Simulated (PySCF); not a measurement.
## How methods differ on the ionisation energy of Cr

Cr [Ar] 3d5 4s1 (7S) → Cr⁺ [Ar] 3d5 (6S), as a difference of total energies. Computed with PySCF 2.14 in aug-cc-pVDZ (7s6p4d2f, 59 functions), with the non-relativistic Hamiltonian (point nucleus). Correlated levels: valence: [Ar] frozen. The calculations carry no spin-orbit coupling.

Order these methods by the ionisation energy they give, lowest first.
A. UHF
B. CCSD(T) (valence)
C. CCSD (valence)
D. SCS-MP2 (valence)

A (5.911 eV), D (6.059 eV), C (6.389 eV), B (6.420 eV).

These non-relativistic numbers lack the scalar-relativistic shift.

Errors of the correlated levels include the incompleteness of this basis and the frozen core.

For comparison: 6.767 eV (measured; NIST Atomic Spectra Database, ionization energies).
